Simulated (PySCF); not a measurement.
F⁺: excitation energy

F⁺ [He] 2s2 2p4 (3P) → F⁺ [He] 2s1 2p5 (3P), as a difference of total energies. Calculation: PySCF 2.14, in dyall-av2z (11s7p2d, 42 functions); no relativity, point nucleus. Correlated levels: valence: 1s2 frozen; virtual orbitals above 40 to 60 times the deepest correlated orbital energy dropped. The calculations carry no spin-orbit coupling.

| method | excitation energy (eV) |
| --- | --- |
| UHF | 21.699 |
| LDA | 18.416 |
| PBE | 18.678 |
| PBE0 | 19.471 |
| r2SCAN | 19.509 |
| M06-L | 19.510 |
| BHandHLYP | 20.185 |
| wB97X | 19.404 |
| MN15 | 18.370 |
| MP2 (valence) | 20.771 |
| SCS-MP2 (valence) | 20.673 |

Question: How much does correlation contribute at MP2 (valence)?

Answer: 20.771 − (21.699) = -0.928 eV, measured against UHF.

Errors of the correlated levels include the incompleteness of this basis and the frozen core.

For comparison: 20.431 eV (measured; NIST levels, between the centres of gravity of the two terms).
